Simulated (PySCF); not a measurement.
C2H2F2, triplet, geometry from GFN2-xTB (a higher spin typed on purpose: for a closed-shell molecule this is an excited state); CASSCF(8,8)/STO-3G in PySCF.

The PySCF input:
```python
from pyscf import gto, scf, mcscf
import numpy

mol = gto.M(
    atom='''
C     1.412022   -0.247195   -0.034936
C    -0.001071   -0.148056    0.202880
F    -0.856069   -0.707634   -0.678714
F    -0.519529    1.034776    0.594627
H     1.882246    0.267045   -0.862888
H     2.032432   -0.839814    0.612017
''',
    basis='sto-3g',
    charge=0,
    spin=2,
    verbose=4,
)

mf = scf.ROHF(mol)
mf.kernel()
mc = mcscf.CASSCF(mf, 8, 8)
mc.fix_spin_(ss=2.0)
mc.kernel()
occ = numpy.linalg.eigvalsh(mc.fcisolver.make_rdm1(mc.ci, mc.ncas, mc.nelecas))[::-1]
ss = mc.fcisolver.spin_square(mc.ci, mc.ncas, mc.nelecas)[0]
print('natural occupations', occ.round(4), ' <S^2>', round(ss, 4))
```

Q: Predict the main parts of the log of this PySCF run.

A: 
```
PySCF version 2.14.0

[INPUT] verbose = 4
[INPUT] num. atoms = 6
[INPUT] num. electrons = 32
[INPUT] charge = 0
[INPUT] spin (= nelec alpha-beta = 2S) = 2
[INPUT] symmetry False subgroup None
[INPUT] Mole.unit = angstrom
[INPUT] Symbol           X                Y                Z      unit          X                Y                Z       unit  Magmom
[...]
nuclear repulsion = 114.371985826297
number of shells = 14
number of NR pGTOs = 66
number of NR cGTOs = 22
basis = sto-3g
ecp = {}

******** <class 'pyscf.scf.rohf.ROHF'> ********
method = ROHF
initial guess = minao
damping factor = 0
level_shift factor = 0
DIIS = <class 'pyscf.scf.diis.CDIIS'>
diis_start_cycle = 1
diis_space = 8
diis_damp = 0
SCF conv_tol = 1e-09
SCF conv_tol_grad = None
SCF max_cycles = 50
direct_scf = True
direct_scf_tol = 1e-13
num. doubly occ = 15  num. singly occ = 2
Set gradient conv threshold to 3.16228e-05
init E= -272.284384552964
[...]
cycle= 1 E= -271.821757961545  delta_E= 0.463  |g|= 0.487  |ddm|= 2.29
[...]
cycle= 2 E= -271.925113882245  delta_E= -0.103  |g|= 0.156  |ddm|= 0.723
[...]
cycle= 3 E= -271.939093715764  delta_E= -0.014  |g|= 0.0495  |ddm|= 0.208
[...]
cycle= 4 E= -271.940949297241  delta_E= -0.00186  |g|= 0.0116  |ddm|= 0.0891
[...]
cycle= 5 E= -271.94106907672  delta_E= -0.00012  |g|= 0.0024  |ddm|= 0.0238
[...]
cycle= 6 E= -271.941073291265  delta_E= -4.21e-06  |g|= 0.000307  |ddm|= 0.00482
[...]
cycle= 7 E= -271.941073363319  delta_E= -7.21e-08  |g|= 7.01e-05  |ddm|= 0.000563
[...]
cycle= 8 E= -271.941073367138  delta_E= -3.82e-09  |g|= 2.49e-05  |ddm|= 0.000128
[...]
cycle= 9 E= -271.94107336769  delta_E= -5.51e-10  |g|= 5.75e-06  |ddm|= 5.66e-05
[...]
Extra cycle  E= -271.941073367714  delta_E= -2.4e-11  |g|= 2.64e-06  |ddm|= 9.18e-06
converged SCF energy = -271.941073367714

******** <class 'pyscf.mcscf.mc1step.CASSCF'> ********
CAS (5e+3e, 8o), ncore = 12, nvir = 2
max_cycle_macro = 50
max_cycle_micro = 4
conv_tol = 1e-07
conv_tol_grad = None
orbital rotation max_stepsize = 0.02
orbital rotation threshold for CI restart = 0.01
augmented hessian ah_max_cycle = 30
augmented hessian ah_conv_tol = 1e-12
augmented hessian ah_linear dependence = 1e-14
augmented hessian ah_level shift = 1e-08
augmented hessian ah_start_tol = 2.5
augmented hessian ah_start_cycle = 3
augmented hessian ah_grad_trust_region = 3
kf_trust_region = 3
kf_interval = 4
ci_response_space = 4
ci_grad_trust_region = 3
with_dep4 0
natorb = False
canonicalization = True
sorting_mo_energy = False
ao2mo_level = 2
internal_rotation = False
******** <class 'pyscf.fci.addons.SpinPenaltyFCISolver'> ********
max. cycles = 50
conv_tol = 1e-08
davidson only = True
linear dependence = 1e-12
level shift = 0.001
max iter space = 12
nroots = 1
pspace_size = 400
spin = None
CASCI E = -271.951315432784  S^2 = 2.0000000
Set conv_tol_grad to 0.000316228
macro iter   1 ( 21 JK    4 micro), CASSCF E = -271.958254318150  dE = -6.93888537e-03  S^2 = 2.0000000
               |grad[o]|=0.0235  |grad[c]|=0.0886  |ddm|=0.0431  |maxRot[o]|=0.163
macro iter   2 ( 21 JK    4 micro), CASSCF E = -271.966009326936  dE = -7.75500879e-03  S^2 = 2.0000000
               |grad[o]|=0.0209  |grad[c]|=0.102  |ddm|=0.0365  |maxRot[o]|=0.167
macro iter   3 ( 21 JK    4 micro), CASSCF E = -271.975474247500  dE = -9.46492056e-03  S^2 = 2.0000000
               |grad[o]|=0.0185  |grad[c]|=0.112  |ddm|=0.0256  |maxRot[o]|=0.236
macro iter   4 ( 21 JK    4 micro), CASSCF E = -271.984045266521  dE = -8.57101902e-03  S^2 = 2.0000000
               |grad[o]|=0.023  |grad[c]|=0.073  |ddm|=0.00842  |maxRot[o]|= 0.18
macro iter   5 ( 21 JK    4 micro), CASSCF E = -271.990285430669  dE = -6.24016415e-03  S^2 = 2.0000000
               |grad[o]|=0.0217  |grad[c]|=0.024  |ddm|=0.00886  |maxRot[o]|=0.173
macro iter   6 ( 17 JK    4 micro), CASSCF E = -271.992454576952  dE = -2.16914628e-03  S^2 = 2.0000000
               |grad[o]|=0.015  |grad[c]|=0.0149  |ddm|=0.0096  |maxRot[o]|=0.185
macro iter   7 ( 12 JK    3 micro), CASSCF E = -271.994004747305  dE = -1.55017035e-03  S^2 = 2.0000000
               |grad[o]|=0.00978  |grad[c]|=0.00521  |ddm|=0.0129  |maxRot[o]|=0.0779
macro iter   8 ( 20 JK    4 micro), CASSCF E = -271.994592652840  dE = -5.87905535e-04  S^2 = 2.0000000
               |grad[o]|=0.0068  |grad[c]|=0.0196  |ddm|=0.0132  |maxRot[o]|=0.0973
macro iter   9 (  7 JK    2 micro), CASSCF E = -271.995281472832  dE = -6.88819992e-04  S^2 = 2.0000000
               |grad[o]|=0.00628  |grad[c]|=0.00496  |ddm|=0.00979  |maxRot[o]|=0.0699
macro iter  10 (  7 JK    2 micro), CASSCF E = -271.995831236600  dE = -5.49763768e-04  S^2 = 2.0000000
               |grad[o]|=0.00421  |grad[c]|=0.00429  |ddm|=0.00739  |maxRot[o]|=0.0699
macro iter  11 (  7 JK    2 micro), CASSCF E = -271.996384015109  dE = -5.52778508e-04  S^2 = 2.0000000
               |grad[o]|=0.00412  |grad[c]|=0.00275  |ddm|=0.00498  |maxRot[o]|=0.0699
macro iter  12 (  7 JK    2 micro), CASSCF E = -271.996909546595  dE = -5.25531486e-04  S^2 = 2.0000000
               |grad[o]|=0.0041  |grad[c]|=0.00301  |ddm|=0.00305  |maxRot[o]|=0.0699
macro iter  13 ( 17 JK    4 micro), CASSCF E = -271.997405832885  dE = -4.96286290e-04  S^2 = 2.0000000
               |grad[o]|=0.00373  |grad[c]|=0.0153  |ddm|=0.00253  |maxRot[o]|=0.0756
macro iter  14 ( 21 JK    4 micro), CASSCF E = -271.997457718760  dE = -5.18858746e-05  S^2 = 2.0000000
               |grad[o]|=0.00239  |grad[c]|=0.0151  |ddm|=0.00186  |maxRot[o]|=0.0551
macro iter  15 ( 21 JK    4 micro), CASSCF E = -271.997466258752  dE = -8.53999200e-06  S^2 = 2.0000000
               |grad[o]|=0.00245  |grad[c]|=0.014  |ddm|=0.00211  |maxRot[o]|=0.0371
macro iter  16 (  7 JK    2 micro), CASSCF E = -271.997830427801  dE = -3.64169049e-04  S^2 = 2.0000000
               |grad[o]|=0.00254  |grad[c]|=0.00515  |ddm|=0.00174  |maxRot[o]|=0.0699
macro iter  17 ( 15 JK    4 micro), CASSCF E = -271.998041550784  dE = -2.11122983e-04  S^2 = 2.0000000
               |grad[o]|=0.00143  |grad[c]|=0.0235  |ddm|=0.00366  |maxRot[o]|=0.129
macro iter  18 ( 13 JK    4 micro), CASSCF E = -271.998346161761  dE = -3.04610977e-04  S^2 = 2.0000000
               |grad[o]|=0.00246  |grad[c]|=0.0209  |ddm|=0.00672  |maxRot[o]|=0.108
macro iter  19 ( 11 JK    3 micro), CASSCF E = -271.998837362743  dE = -4.91200982e-04  S^2 = 2.0000000
               |grad[o]|=0.00244  |grad[c]|=0.0061  |ddm|=0.00744  |maxRot[o]|=0.129
macro iter  20 ( 21 JK    4 micro), CASSCF E = -271.998847199621  dE = -9.83687892e-06  S^2 = 2.0000000
               |grad[o]|=0.0043  |grad[c]|=0.0229  |ddm|=0.00614  |maxRot[o]|=0.083
macro iter  21 ( 17 JK    4 micro), CASSCF E = -271.999939260283  dE = -1.09206066e-03  S^2 = 2.0000000
               |grad[o]|=0.00484  |grad[c]|=0.0225  |ddm|=0.00586  |maxRot[o]|=0.0739
macro iter  22 ( 21 JK    4 micro), CASSCF E = -271.999719854201  dE =  2.19406082e-04  S^2 = 2.0000000
               |grad[o]|=0.00507  |grad[c]|=0.0233  |ddm|=0.00369  |maxRot[o]|=0.0862
macro iter  23 ( 17 JK    4 micro), CASSCF E = -272.000889322057  dE = -1.16946786e-03  S^2 = 2.0000000
               |grad[o]|=0.00493  |grad[c]|=0.00911  |ddm|=0.00333  |maxRot[o]|=0.0688
macro iter  24 ( 12 JK    3 micro), CASSCF E = -272.002243396825  dE = -1.35407477e-03  S^2 = 2.0000000
               |grad[o]|=0.00578  |grad[c]|=0.00336  |ddm|=0.00516  |maxRot[o]|=0.082
macro iter  25 ( 20 JK    4 micro), CASSCF E = -272.002319404950  dE = -7.60081248e-05  S^2 = 2.0000000
               |grad[o]|=0.0063  |grad[c]|=0.0148  |ddm|=0.003  |maxRot[o]|=0.0417
macro iter  26 ( 21 JK    4 micro), CASSCF E = -272.002414770407  dE = -9.53654577e-05  S^2 = 2.0000000
               |grad[o]|=0.00593  |grad[c]|=0.0171  |ddm|=0.00331  |maxRot[o]|=0.0197
macro iter  27 ( 21 JK    4 micro), CASSCF E = -272.002394666566  dE =  2.01038413e-05  S^2 = 2.0000000
               |grad[o]|=0.00585  |grad[c]|=0.0181  |ddm|=0.00345  |maxRot[o]|=0.00477
macro iter  28 ( 16 JK    4 micro), CASSCF E = -272.003369876411  dE = -9.75209845e-04  S^2 = 2.0000000
               |grad[o]|=0.00589  |grad[c]|=0.00442  |ddm|=0.00272  |maxRot[o]|=0.0584
macro iter  29 ( 19 JK    4 micro), CASSCF E = -272.004221769571  dE = -8.51893161e-04  S^2 = 2.0000000
               |grad[o]|=0.00552  |grad[c]|=0.00947  |ddm|=0.00159  |maxRot[o]|=0.0591
macro iter  30 ( 21 JK    4 micro), CASSCF E = -272.004197540125  dE =  2.42294462e-05  S^2 = 2.0000000
               |grad[o]|=0.00481  |grad[c]|=0.0121  |ddm|=0.00222  |maxRot[o]|=0.00518
macro iter  31 ( 21 JK    4 micro), CASSCF E = -272.004653320313  dE = -4.55780188e-04  S^2 = 2.0000000
               |grad[o]|=0.00484  |grad[c]|=0.0041  |ddm|=0.00205  |maxRot[o]|=0.0348
macro iter  32 ( 19 JK    4 micro), CASSCF E = -272.005187592831  dE = -5.34272518e-04  S^2 = 2.0000000
               |grad[o]|=0.00424  |grad[c]|=0.00719  |ddm|=0.00117  |maxRot[o]|=0.0498
macro iter  33 ( 21 JK    4 micro), CASSCF E = -272.005149372168  dE =  3.82206629e-05  S^2 = 2.0000000
               |grad[o]|=0.00326  |grad[c]|=0.0107  |ddm|=0.00172  |maxRot[o]|=0.0072
macro iter  34 ( 19 JK    4 micro), CASSCF E = -272.005370751653  dE = -2.21379485e-04  S^2 = 2.0000000
               |grad[o]|=0.00342  |grad[c]|=0.0026  |ddm|=0.00154  |maxRot[o]|=0.0246
macro iter  35 ( 18 JK    4 micro), CASSCF E = -272.005466322402  dE = -9.55707492e-05  S^2 = 2.0000000
               |grad[o]|=0.00284  |grad[c]|=0.00622  |ddm|=0.00191  |maxRot[o]|=0.0158
macro iter  36 ( 18 JK    4 micro), CASSCF E = -272.005549923518  dE = -8.36011159e-05  S^2 = 2.0000000
               |grad[o]|=0.00262  |grad[c]|=0.00807  |ddm|=0.00118  |maxRot[o]|=0.0135
macro iter  37 ( 16 JK    4 micro), CASSCF E = -272.005791240558  dE = -2.41317040e-04  S^2 = 2.0000000
               |grad[o]|=0.00236  |grad[c]|=0.00653  |ddm|=0.000314  |maxRot[o]|=0.0485
macro iter  38 (  9 JK    3 micro), CASSCF E = -272.005823799593  dE = -3.25590356e-05  S^2 = 2.0000000
               |grad[o]|=0.000903  |grad[c]|=0.000746  |ddm|=0.00112  |maxRot[o]|=0.0214
macro iter  39 (  6 JK    2 micro), CASSCF E = -272.005828374382  dE = -4.57478802e-06  S^2 = 2.0000000
               |grad[o]|=0.00035  |grad[c]|=0.000298  |ddm|=0.000384  |maxRot[o]|=0.00742
macro iter  40 (  3 JK    1 micro), CASSCF E = -272.005828569264  dE = -1.94882318e-07  S^2 = 2.0000000
               |grad[o]|=7.77e-05  |grad[c]|=0.000281  |ddm|=6.86e-05  |maxRot[o]|=0.00134
macro iter  41 (  3 JK    1 micro), CASSCF E = -272.005828593587  dE = -2.43229579e-08  S^2 = 2.0000000
               |grad[o]|=3.95e-05  |grad[c]|=0.000104  |ddm|=3.23e-05  |maxRot[o]|=0.000466
1-step CASSCF converged in  41 macro (646 JK 142 micro) steps
CASSCF canonicalization
Density matrix diagonal elements [1.98379088 1.97023869 1.97502154 1.00056416 0.99931493 0.02975566
 0.01601924 0.0252949 ]
CASSCF energy = -272.005828593587
CASCI E = -272.005828593587  E(CI) = -16.7188906524471  S^2 = 2.0000000
natural occupations [1.9847 1.9746 1.9702 1.0005 0.9993 0.0304 0.0251 0.0153]  <S^2> 2.0
```
